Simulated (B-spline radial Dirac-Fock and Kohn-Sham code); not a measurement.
# C²⁺: input and output of one calculation

ΔSCF core binding energies without Breit or QED terms, calculated with a B-spline atomic structure program. Keys: rel is the Hamiltonian (dirac, or spin-free x2c and nr, where L3 and M5 stand for the whole 2p and 3d shells), method is hf or an exchange,correlation pair (spin-unpolarised, also for the hole states), nuc the nuclear model, radius_factor scales its radius, rmax is the box in bohr, h the logarithmic mesh step, order the B-spline order, points the quadrature points per cell, c_factor scales the speed of light, and damp, ndamp, maxit and tol steer the iteration. The run stops when the commutator error falls below 10·tol·max(1, Z/10), or the numerical noise floor, and the energy has settled to about 1e-8 Ha; the virial ratio is −V/T.

Input (task.json):

```json
{"items": [{"Z": 6, "q": 2, "cfg": [[1, 0, 2], [2, 0, 2]], "A": 12, "rrms": 2.4702, "do": "settings", "holes": ["K", "L3", "M5"],
  "settings": [{"rel": "dirac", "method": "hf", "nuc": "fermi", "radius_factor": 1.0, "rmax": 45.0, "h": 0.3, "order": 8, "points": 10, "c_factor": 1.0, "maxit": 90, "damp": 0.5, "ndamp": 3, "tol": 1e-14}]}]}
```

Command: `python xray2_run.py task.json out`

Ground-state iterations:

```
iter   energy (Ha)        error
   1      -36.07816333  3.61e-01
   2      -36.42324166  1.69e-02
   3      -36.42452600  8.83e-03
   4      -36.42494450  4.61e-03
   5      -36.42514580  7.71e-04
   6      -36.42515109  7.95e-05
   7      -36.42515115  2.46e-06
   8      -36.42515115  1.02e-07
```

The ground state converged in 8 iterations, with total energy -36.42515 Ha, virial ratio 1.99909 and highest orbital energy -46.12 eV. ΔSCF binding energies: K (1s) 339.4 eV. Holes are computed only in closed shells, and unreliable hole states are left out.

One setting is outside the advised range (tolerance below the noise), but here it does no visible harm: the result matches the run with default settings.
